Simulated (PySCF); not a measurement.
C3H9In, SMILES C[CH](C)[InH2].

Geometry: B3LYP-D3(BJ)/def2-SVP. The structure was generated by enumeration; whether it is a known compound was not checked. The def2 effective core potentials stand for the cores of In; spin–orbit coupling is left out.

These are TDA-B3LYP/def2-SVPD (PySCF) values and carry that method's errors.

Vertical excitations. Gas-phase values at a fixed geometry. State labels are in the subgroup Cs.

Computed lowest excited states:
```
state  symmetry  energy (eV)  λ (nm)      f                                                  main pairs
-----  --------  -----------  ------  -----  ----------------------------------------------------------
S1           A'         3.71     334  0.001                                             HOMO→LUMO 100 %
S2           A"         4.73     262  0.000                                           HOMO−1→LUMO 100 %
S3           A'         5.85     212  0.017                          HOMO→LUMO+2 53 %, HOMO→LUMO+1 45 %
S4           A'         6.20     200  0.282         HOMO→LUMO+1 42 %, HOMO→LUMO+2 42 %, HOMO−2→LUMO 7 %
S5           A'         6.50     191  0.023                                            HOMO−2→LUMO 89 %
S6           A"         6.63     187  0.000                                            HOMO−3→LUMO 99 %
S7           A'         6.79     183  0.204                                            HOMO→LUMO+3 88 %
S8           A"         6.83     181  0.000                                            HOMO→LUMO+4 88 %
S9           A"         6.96     178  0.004                      HOMO−1→LUMO+1 54 %, HOMO−1→LUMO+2 36 %
S10          A"         7.18     173  0.259  HOMO−1→LUMO+2 59 %, HOMO−1→LUMO+1 18 %, HOMO−1→LUMO+3 17 %
T1           A'         3.44     361      0                                              HOMO→LUMO 99 %
T2           A"         4.34     286      0                                            HOMO−1→LUMO 99 %
T3           A'         4.82     257      0                                            HOMO→LUMO+1 93 %
T4           A"         5.74     216      0                                          HOMO−1→LUMO+1 79 %
```
Triplets are in the Tamm–Dancoff approximation.
